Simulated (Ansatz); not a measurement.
C2H7GeNO can be A, `[CH3][GeH]([NH2])[CH]=O`, or B, `C[N]1[CH2][GeH]1[OH]`.

Gas-phase electronic energies from Ansatz, PBE0-D4/def2-TZVP geometries. CBS: MP2 limit from def2 TZ/QZ plus the TZ coupled-cluster correction, frozen cores. Functionals use def2-TZVPP. For Ge outer-core shells are correlated without core-valence functions, which leaves a few kJ/mol of doubt a bond. Scalar relativity is left out up to krypton. Each species was taken in one conformer, which may not be the lowest.

A:

```xyz
12

C    -0.8222    0.1865    1.4906
Ge    0.5270    0.0864    0.1015
N     0.8034   -1.6751   -0.3619
C    -0.1198    1.1745   -1.4666
O    -1.0983    1.8717   -1.4077
H    -1.0386    1.2286    1.7270
H    -0.4767   -0.3256    2.3885
H    -1.7445   -0.2836    1.1462
H     1.9079    0.6290    0.5236
H     0.0062   -2.1431   -0.7699
H     1.6140   -1.8476   -0.9389
H     0.4415    1.0984   -2.4322
```

B:

```xyz
12

C    -0.690    1.177   -1.035
N     0.138    0.505   -0.068
C     0.939   -0.656   -0.526
Ge   -0.168   -0.949    1.008
O     0.341   -0.742    2.688
H    -0.069    1.778   -1.710
H    -1.288    0.494   -1.659
H    -1.377    1.855   -0.524
H     2.021   -0.537   -0.474
H     0.614   -1.133   -1.456
H    -1.468   -1.740    1.001
H     1.010   -0.054    2.754
```

(1) Which is lower in electronic energy at CCSD(T)/CBS, and by how much? (Best estimate.)

(2) Give E(B) − E(A) in kcal/mol with r2SCAN-D4, PBE0-D4, B2PLYP, MP2/def2-TZVPP, CCSD(T)/def2-TZVPP, HF/def2-TZVPP, ωB97M-V. (Estimate.)

Largest T1 diagnostic: 0.013.

## Answers

(1) Computed: A, by 19.4 kcal/mol.

(2) The calculation gave: r2SCAN-D4 19.9, PBE0-D4 19.0, B2PLYP 21.9, MP2/def2-TZVPP 18.6, CCSD(T)/def2-TZVPP 21.3, HF/def2-TZVPP 27.9, ωB97M-V 21.3. None reverses the order clearly.

In def2-TZVPP, CCSD(T) changes the Hartree–Fock value by −6.6 kcal/mol (the triples alone add −0.8 kcal/mol) and MP2 by −9.3 kcal/mol.
